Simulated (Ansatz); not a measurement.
```yaml
crystal:
  periodic: [false, false, false]
  atoms:
    - {symbol: C, position_ang: [-3.639929, -0.060438, -0.487786]}
    - {symbol: C, position_ang: [-3.161456, -1.290463, -0.142306]}
    - {symbol: C, position_ang: [-1.731244, -1.186253, 0.031725]}
    - {symbol: N, position_ang: [-1.028971, -2.225912, 0.364829]}
    - {symbol: C, position_ang: [0.306848, -2.298521, 0.564991]}
    - {symbol: C, position_ang: [1.256308, -1.311841, 0.471294]}
    - {symbol: C, position_ang: [2.692549, -1.504778, 0.712864]}
    - {symbol: C, position_ang: [3.344999, -0.332241, 0.536107]}
    - {symbol: C, position_ang: [2.358615, 0.692608, 0.167571]}
    - {symbol: N, position_ang: [2.586720, 1.959915, -0.088948]}
    - {symbol: C, position_ang: [1.495363, 2.690938, -0.405180]}
    - {symbol: C, position_ang: [0.207374, 2.195881, -0.470208]}
    - {symbol: C, position_ang: [-0.054079, 0.825332, -0.195160]}
    - {symbol: C, position_ang: [-1.372747, 0.259568, -0.248309]}
    - {symbol: C, position_ang: [-2.549064, 0.888166, -0.553700]}
    - {symbol: C, position_ang: [1.075867, 0.072914, 0.131615]}
    - {symbol: H, position_ang: [-4.682707, 0.189574, -0.688678]}
    - {symbol: H, position_ang: [-3.709255, -2.220601, -0.006476]}
    - {symbol: H, position_ang: [0.657870, -3.300565, 0.841179]}
    - {symbol: H, position_ang: [3.132465, -2.462864, 0.991043]}
    - {symbol: H, position_ang: [4.412255, -0.140324, 0.639366]}
    - {symbol: H, position_ang: [1.676635, 3.749342, -0.620834]}
    - {symbol: H, position_ang: [-0.608433, 2.869497, -0.735547]}
    - {symbol: H, position_ang: [-2.665974, 1.941086, -0.809472]}
basis:
  gaussian: {orbitals: def2-TZVP}
magnetization: {spin_polarized: true, initial_magnetization: 2}
hamiltonian: {xc: pbe0, dispersion: d4}
scf: {omitted_lower_state_checks: [starts]}
output: {orbitals: {seedname: orbitals}}
```

```sh
$ ansatz run in.yaml --threads 4 --pin off --events-out ev --progress --plain --max-ram 6963MiB
```

Does this run fit into the memory that it is given?

No. It has 544 basis functions, and Ansatz plans for 9 GiB where 7 GiB are given.
